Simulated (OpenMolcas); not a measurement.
**CH5FOSn: a line through the functionals**

CH5FOSn has 9 atoms, charge 0, and is taken as a singlet. SMILES: `FC[O][SnH3]`. The shape is that of a PBE0-D4/def2-TZVP optimisation. This is one conformer, not always the lowest.

The HOMO–LUMO gap y, in eV, basis def2-SVP with a core potential; a is the functional's share of exact exchange. Programs: OpenMolcas 26.06.

| functional | program | a | y (eV) |
| --- | --- | --- | --- |
| revPBE | OpenMolcas | 0 | 5.30 |
| r2SCAN | OpenMolcas | 0 | 5.95 |
| B3LYP | OpenMolcas | 0.2 | 7.16 |
| PBE0 | OpenMolcas | 0.25 | ? |
| BHLYP | OpenMolcas | 0.5 | 9.99 |

Fit y = c + s·a to the known rows and predict PBE0.


1. Means of the 4 rows: a = 0.1750, y = 7.100.
2. Σ(Δa)² = 0.1675, Σ(Δa·Δy) = 1.457, so the slope is 1.457/0.1675 = 8.6985.
3. Intercept: 7.100 − (8.6985) × 0.1750 = 5.578. The largest residual of the fit is 0.37.
4. PBE0: 5.578 + (8.6985) × 0.25 = 7.75 eV.

The run gave 7.66 eV, so the prediction is off by +0.09 eV, within the largest residual. Exact exchange lowers occupied levels and raises empty ones. The rows mix families of semi-local functionals, which the line can't see.
